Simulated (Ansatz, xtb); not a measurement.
**Relaxing a trial structure of Cl2FGeH3Si**

The starting geometry of this gas-phase singlet has its atoms placed at random.

```csv
atom,x (Å),y (Å),z (Å)
Cl,-0.2641,-0.7043,-0.8059
Cl,0.8959,0.6715,1.3144
F,-1.3737,1.2597,-0.4469
Ge,1.1557,-1.8703,0.2715
Si,-1.8754,-0.2463,0.1482
H,-1.4406,0.2745,-1.2874
H,0.1492,-0.5578,0.5875
H,-1.4754,-0.7909,-0.8914
```

Problem. One run relaxed it with r2SCAN-D4/def2-SVP. What is a likely outcome?

Solution. It loosens into Cl2FGeHSi + H2, which stay close as a complex. Distances that change by over a tenth: Cl1–Ge4 (2.13 → 2.43 Å), Cl1–Si5 (1.93 → 2.40 Å). Contacts that open: Cl1–H6 (1.60 → 3.66 Å), Cl1–H7 (1.46 → 2.84 Å), Cl1–H8 (1.22 → 3.99 Å), Cl2–H7 (1.61 → 2.84 Å), Si5–H6 (1.59 → 3.32 Å), Si5–H8 (1.24 → 3.86 Å). Contacts that close: Cl2–Ge4 (2.76 → 2.43 Å), Cl2–Si5 (3.14 → 2.40 Å), H6–H8 (1.14 → 0.76 Å).

The energy falls by 17.18 eV over 32 steps:

| step | E − E(last) (eV) |
| --- | --- |
| 1 | 17.184 |
| 4 | 6.396 |
| 8 | 1.268 |
| 11 | 0.060 |
| 15 | 0.004 |
| 18 | 0.003 |
| 22 | 0.001 |
| 25 | 0.000 |
| 29 | 0.000 |
| 32 | 0.000 |

Final geometry (Å):

```csv
atom,x (Å),y (Å),z (Å)
Cl,0.3240,-1.1970,-0.9078
Cl,1.1370,0.9053,1.4178
F,-1.2260,1.3299,-0.3988
Ge,1.8681,-1.3687,0.9622
Si,-0.9859,0.0906,0.6402
H,-2.7674,0.3207,-2.1504
H,0.6160,-1.8507,1.8357
H,-3.1943,-0.1939,-2.5090
```

From the same start GFN2-xTB ends elsewhere, in pieces: Cl2FGeHSi + H2.

From so rough a start the end depends on the optimiser's path, so another program may land elsewhere. The end wasn't checked by frequencies. Run with Ansatz 0.2.0, 2.4 min on 2 threads of Intel(R) Xeon(R) Platinum 8259CL CPU @ 2.50GHz (Skylake/Cascade Lake), on a shared host.
